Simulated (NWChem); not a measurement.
AlPH$_{4}$O$_{2}$; SMILES [OH][Al]([OH])[PH2]

Computed with NWChem. All runs use the structure optimised with PBE0/def2-SVP. One conformer.

Diagonal of the polarisability tensor at CAM-B3LYP/def2-SVPD, static: 51.63, 72.33, 57.66 bohr³.

**Question.** Find the mean polarisability volume, the molar refraction, and the refractive index that an ideal gas of it would have at 273.15 K and 1 atm.

**Answer.** 
1. Mean: one third of the trace = 60.54 bohr³ × 0.14818 Å³/bohr³ = 8.97 Å³.
2. Molar refraction (Lorentz-Lorenz): (4π/3) N_A α = 22.6 cm³/mol.
3. Number density p/kT = 2.687 × 10⁻⁵ Å⁻³; n − 1 = 2π N α = 15.14 × 10⁻⁴.
4. These hold the electronic response alone: vibrational and orientational terms add to the static dielectric constant.
